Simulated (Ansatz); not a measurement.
Consider the formal hydrolysis of the Al–Si bond: `[NH2][AlH][SiH2]S` + H₂O → `[NH2][AlH][OH]` + `[SiH3]S`.

Calculated with Ansatz (gas phase, PBE0-D4/def2-TZVP geometries, no zero-point term in ΔE). CBS: MP2 limit from def2 TZ/QZ plus the TZ coupled-cluster correction, frozen cores. This one scheme is used for every species. DFT in def2-TZVPP. Each species was taken in one conformer, which may not be the lowest.

CCSD(T)/CBS gives -128.6 kJ/mol.

Problem. Another level gave -112.0 kJ/mol. Which?
A. PBE/def2-TZVPP
B. HF/def2-TZVPP
C. CAM-B3LYP-D4/def2-TZVPP
D. r2SCAN-D4/def2-TZVPP

Solution. A. PBE -112.0, r2SCAN-D4 -129.8, CAM-B3LYP-D4 -139.8, HF/def2-TZVPP -151.7 kJ/mol.

Largest T1 diagnostic among the species: 0.013.

Leaving LDA and LC-ωPBE aside and taking each functional with its dispersion term where it has one, the values, not all of them listed here, spread over 31.6 kJ/mol, from CAM-B3LYP-D4 to PBE-D4. From BLYP to BHLYP (50 % exact exchange), in def2-TZVPP and without D4, ΔE moves by −10.1 kJ/mol. At CCSD(T), def2-SVP lies −3.6 kJ/mol from the extrapolated value and def2-TZVPP −2.0 kJ/mol.
